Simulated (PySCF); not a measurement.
Gas-phase reaction: 2 HI + SiI₂ → SiI₄ + H₂

Energies from PySCF, thermal terms from the rigid-rotor harmonic-oscillator model, ideal gas at 1 bar. † marks an energy on the PBE0/def2-TZVP geometry and frequencies; other levels use their own. MP2 and CCSD(T) freeze the core. All species are closed-shell singlets. I: scalar-relativistic def2 core potential, no spin-orbit coupling. MP2 isn't extrapolated to the basis-set limit; its ΔH°(298 K) is -257.7 kJ in def2-SVP and -301.9 kJ in def2-TZVPP. CCSD(T) isn't extrapolated to the basis-set limit. The harmonic model lacks anharmonicity and excited electronic states, which grow with temperature; levels with a mode under 35 cm⁻¹ are left out. Soft modes under 120 cm⁻¹ make the harmonic entropy rough for SiI₂, SiI₄.

| level | ΔE electronic, kJ | ΔH°(298 K), kJ | ΔS°(298 K), J/K | ΔG°(2000 K), kJ |
|---|---|---|---|---|
| BLYP/def2-TZVP† | -197 | -191 | -189 | 154 |
| CCSD(T)/def2-SVP† | -220 | -214 | -189 | 131 |
| MP2/def2-SVP† | -264 | -258 | -189 | 87 |
| PBE0/def2-TZVP | -263 | -257 | -189 | 88 |
| ωB97M-V/def2-TZVP† | -266 | -260 | -189 | 84 |
ΔH° is lowest at ωB97M-V/def2-TZVP† and highest at BLYP/def2-TZVP†. No reference value is set beside these.
